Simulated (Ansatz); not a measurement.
Mo₇⁺, relaxed as a doublet with UKS PBE-D4/def2-SVP in Ansatz, starting from the GFN2-xTB geometry. Force threshold 0.02 eV/Å.

In the def2 sets Mo takes a core potential; there is no spin–orbit coupling. The relaxation made no stability test and no search for a lower SCF solution. No other spin state of charge 1 was run. The structure comes from a short search, and lower isomers may exist.

Start:

```xyz
7

Mo    1.3787   -0.8770   -0.3295
Mo    0.2022    1.6677   -0.4441
Mo   -0.4207   -0.2189   -2.0034
Mo   -0.9981   -1.8711   -0.1406
Mo    1.9738    1.0401    1.2155
Mo   -1.9752    0.4974    0.0422
Mo   -0.1607   -0.2382    1.6598
```

(1) Estimate the energy that the relaxation releases and the steps that it takes.

(2) Does the start keep its bonding?

(3) Predict the relaxed structure.

Results:

(1) 116.5 kJ/mol, in 22 steps; 5.7 min on 4 threads of Arm Neoverse V2 on a shared host. No frequencies were taken in this run, so the end may be a saddle point.

(2) By distances, no bond broke or formed. The bond that changes most is Mo1–Mo7, from 2.60 to 2.86 Å (atoms count from 1).

(3) 
Cartesian coordinates in Å:
```
Mo 1.486 -0.869 -0.424
Mo 0.173 1.674 -0.399
Mo -0.450 -0.295 -1.899
Mo -0.828 -1.783 -0.171
Mo 1.798 0.848 1.117
Mo -1.899 0.558 0.073
Mo -0.280 -0.133 1.703
```
Bond lengths (bridged metal pairs left out): 17 × Mo–Mo 2.31 to 3.61 Å.
